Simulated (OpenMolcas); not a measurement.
Ir2+ (d7) among equal point charges was computed by CASSCF with the d shell active (OpenMolcas, ANO-RCC-VTZP on the metal). Its lowest spin-free states, and all those of the highest spin:

| 2S+1 | Degeneracy | E (cm-1) |
| --- | --- | --- |
| 4 | 2 | 0.0 |
| 4 | 1 | 1104 |
| 4 | 2 | 1485 |
| 4 | 2 | 1823 |
| 4 | 1 | 11143 |
| 2 | 2 | 12840 |
| 2 | 2 | 12880 |
| 2 | 1 | 13135 |
| 2 | 2 | 14267 |
| 2 | 2 | 14937 |
| 4 | 2 | 15486 |
| 2 | 1 | 15640 |

Q: Is the site octahedral, tetrahedral or cube-like, axial, or of lower symmetry?

A: The states with 2S+1 = 4 have orbital degeneracies 2, 1, 2, 2, 1, 2. There are pairs but no triples, so the site is axial: not cubic, but with a proper or improper axis of order three or more. The run had Ir2+ among 2 point charges of -0.8 e arranged as a linear pair (D∞h), 2.25 Å from the ion.

Without dynamic correlation the repulsion within the d shell is too large (B by tens of per cent), so at a given field states of lower spin stand too high. Point charges give a weaker field than real ligands, and real ions of this kind are as a rule low spin; the high spin found here belongs to the model. The ground term spreads over less than 5000 cm-1, several times less than with real ligands, so orbital moments are less quenched and χT lies further from the spin-only value than at real sites. This is an electrostatic model: the charges have no orbitals. No measured value stands beside these numbers.
